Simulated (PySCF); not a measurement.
C4H4S, charge +1, doublet, at a GFN2-xTB geometry (a state made from the parent by changing its charge; the spin is typed, not shown lowest), with bond 7-2 at 1.3 times its length. Base run: PBE/STO-3G in PySCF.

PySCF was given this input:
```python
from pyscf import gto, scf, dft

mol = gto.M(
    atom='''
C     0.370399   -1.391271    0.160369
C    -1.004495   -1.070424    0.213372
C    -1.230568    0.253898    0.051892
S     0.313475    1.156049   -0.176609
C     1.182588   -0.261496   -0.047527
H     0.764030   -2.390015    0.266578
H    -2.012450   -2.021928    0.411068
H    -2.164057    0.787291    0.045643
H     2.256731   -0.275940   -0.120553
''',
    basis='sto-3g',
    charge=1,
    spin=1,
    verbose=4,
)

mf = dft.UKS(mol)
mf.xc = 'pbe'
mf.kernel()
mf.analyze()
```

Variants of this job, named by their change:

| change | ΔE vs base (mEh) | SCF cycles | <S^2> | outcome |
|---|---|---|---|---|
| base | 0.000 | 13 | 0.759 | converged |
| diis = off; damp = 0.6 (with mf.diis_start_cycle = 200; with mf.max_cycle = 150) | 0.000 | 49 | 0.759 | converged |
| DIIS = EDIIS | - | 50 | - | not converged |
| init_guess = atom | 0.000 | 15 | 0.759 | converged |
| DIIS = ADIIS | 0.000 | 25 | 0.759 | converged |
| diis = off; damp = 0.3 (with mf.diis_start_cycle = 200; with mf.max_cycle = 150) | - | 150 | - | not converged |
| init_guess = 1e | 0.000 | 22 | 0.759 | converged |
| conv_tol = 1e-12 | 0.000 | 20 | 0.759 | converged |
| diis_space = 20 | 0.000 | 13 | 0.759 | converged |
| solver = newton | 0.000 | - | 0.759 | converged |
| init_guess = vsap | 0.000 | 15 | 0.759 | converged |
| damp = 0.5; diis_start_cycle = 5 | 0.000 | 16 | 0.759 | converged |
| init_guess = huckel | 0.000 | 15 | 0.759 | converged |

Open shells are given as the SCF converged; they aren't shown to be the lowest states, and a large step between rows can be another state.
